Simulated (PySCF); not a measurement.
What moves σ(Si)?

GIAO PBE0/pcSseg-1 on GFN2-xTB geometries (PySCF 2.14.0 with density-fitted response routines, gas phase, non-relativistic):

| SMILES | IAO charge (e) of Si | σ(Si) (ppm) |
| --- | --- | --- |
| CC(C)(C)N1CCC[SiH2]1 | 0.860 | 387.0 |
| CCCN1CCC[SiH2]1 | 0.874 | 371.9 |
| CCN1CCC[SiH2]1 | 0.867 | 380.8 |
| C1C[SiH2]N(C2CC2)C1 | 0.858 | 386.5 |
| C=CN1CCC[SiH2]1 | 0.880 | 372.5 |
| O=CN1CCC[SiH2]1 | 0.873 | 377.9 |
| C1CC(N2CCC[SiH2]2)C1 | 0.852 | 386.9 |
| CN1CCC[SiH2]1 | 0.874 | 376.0 |

Question: Fit σ(Si) as a line in the IAO charge of Si. How well does it hold?

Answer: σ = 915.0 − 617.0 x, with x in e; correlation -0.94, rms deviation 2.0 ppm, largest 3.9 ppm at `CCCN1CCC[SiH2]1`. A charge says how many electrons sit at the atom, not how easily they circulate, so such a line holds only within like compounds.

Question: A further member, `C=CCN1CCC[SiH2]1`, has x = 0.874. What does the line predict, and what does the calculation give?

Answer: The line gives 375.7 ppm; the calculation 376.4 ppm, a difference of 0.7 ppm, within the usual scatter of the fit.
